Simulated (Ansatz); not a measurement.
The cluster Na2Cl2⁺. Total charge 1; doublet. Geometry relaxed at PBE0-D4/def2-TZVP.

Cartesian coordinates in Å:
```
Na 0.647 -2.055 -0.798
Na -0.648 2.055 0.799
Cl 0.836 0.589 -0.841
Cl -0.836 -0.588 0.840
```

In the doublet, Cl3 and Cl4 lie 2.65 Å apart (atoms count from 1), so these atoms are partly bonded to each other. The relaxation made no stability test and no search for a lower SCF solution. The structure comes from a short search, and lower isomers may exist.

**Question.** Estimate the harmonic wavenumbers at UKS PBE0-D4/def2-TZVP (Ansatz, unscaled). Is this a minimum?

**Answer.** 32, 127, 156, 176, 231, 263 cm⁻¹. Yes, no mode is imaginary beyond noise. Zero-point energy 5.9 kJ/mol. Hardware: 4 threads of Arm Neoverse V1 on a shared host. Wall time 45 s.
